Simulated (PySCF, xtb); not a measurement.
Al(H)(OMe)(SH) (CH₅AlOS), SMILES [SH][AlH][O]C.

GFN2-xTB (xtb 6.7.1) at its own geometry gives an orbital gap of 4.11 eV and a dipole moment of 2.08 D.

Geometry: PBE-D3(BJ)/def2-SVP. The values are those of a single conformer.

Q: What does PySCF with PBE0/def2-TZVP give? (An estimate is asked for; the answer gives what the named calculation found.)

A: gap 7.03 eV (levels -7.69 and -0.66 eV), dipole 0.08 D.
